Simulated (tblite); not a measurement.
Parent: `[CH:1]#[C:2][Si@H:3]([CH3:4])[PH2:5]` with C2–Si3–P5–H -163° and -70°, C3H7PSi.

The geometries are computed with GFN2-xTB (gas phase). One conformer each, not checked by frequencies here.

| coordinate of the parent | value |
| --- | --- |
| C1≡C2 | 1.203 Å |
| C2–Si3 | 1.854 Å |
| Si3–C4 | 1.902 Å |
| Si3–P5 | 2.254 Å |
| C1–C2–Si3 | 178.4° |
| C2–Si3–C4 | 109.9° |
| C2–Si3–P5 | 106.7° |
| C4–Si3–P5 | 107.7° |

Problem. How does the shared frame change in `[CH3:1][Si@@H:2]([PH2:3])[C:4]#[C:5][C:6]([F:7])=[C:8]([F:9])[F:10]` with C1–Si2–P3–H -176° and -83°, C5H6F3PSi? Atoms pair as C1 = C5, C2 = C4, Si3 = Si2, C4 = C1, P5 = P3 (parent first).

Solution. 
```tsv
parent	relative	value in the relative	change
C1≡C2	C5≡C4	1.209 Å	+0.006
C2–Si3	C4–Si2	1.860 Å	+0.006
Si3–C4	Si2–C1	1.900 Å	-0.002
Si3–P5	Si2–P3	2.251 Å	-0.003
C1–C2–Si3	C5–C4–Si2	177.0°	-1.4
C2–Si3–C4	C4–Si2–C1	108.5°	-1.4
C2–Si3–P5	C4–Si2–P3	105.7°	-1.0
C4–Si3–P5	C1–Si2–P3	108.8°	+1.1
```

Of the parent's bonds, C1–C2 and C2–Si3 change most and about equally (+0.006 Å). Bonds of the relative outside the shared frame: C5–C6 1.409, C6–F7 1.348, C6=C8 1.336, C8–F9 1.323, C8–F10 1.326 Å. Point group C1 → C1.
